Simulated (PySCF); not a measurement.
# Electron affinity of Ga by level of theory

Ga⁻ [Ar] 3d10 4s2 4p2 (3P) → Ga [Ar] 3d10 4s2 4p1 (2P), as a difference of total energies. Computed with PySCF 2.14 in aug-cc-pVDZ-DK, with the spin-free X2C one-electron Hamiltonian (Gaussian nucleus). Correlated levels: valence: [Ar] 3d10 frozen. The calculations carry no spin-orbit coupling.

| method | electron affinity (eV) | plus first-order spin-orbit estimate | error of that sum (eV) |
| --- | --- | --- | --- |
| UHF | -0.062 | -0.086 | -0.387 |
| LDA | 0.573 | 0.548 | +0.247 |
| PBE | 0.477 | 0.452 | +0.151 |
| PBE0 | 0.415 | 0.391 | +0.090 |
| r2SCAN | 0.497 | 0.473 | +0.172 |
| M06-2X | 0.235 | 0.211 | -0.090 |
| MN15 | 0.460 | 0.435 | +0.134 |
| r2SCANh | 0.480 | 0.456 | +0.155 |
| BLYP | 0.326 | 0.302 | +0.001 |
| MP2 (valence) | 0.209 | 0.184 | -0.117 |
| SCS-MP2 (valence) | 0.114 | 0.089 | -0.212 |

Reference: 0.301 eV (measured; photodetachment measurements, as compiled on the Wikipedia data page of electron affinities).

A first-order spin-orbit estimate (lowest level to lowest level, LS coupling) adds -0.025 eV.

Errors of the correlated levels include the incompleteness of this basis and the frozen core.

A negative affinity means that the anion lies above the atom at that level of theory.

In the anion the highest occupied orbital energy is positive at LDA, PBE, PBE0, r2SCAN, M06-2X, MN15, r2SCANh, BLYP, a self-interaction effect; the basis confines that electron, and the energy difference can still be sensible.
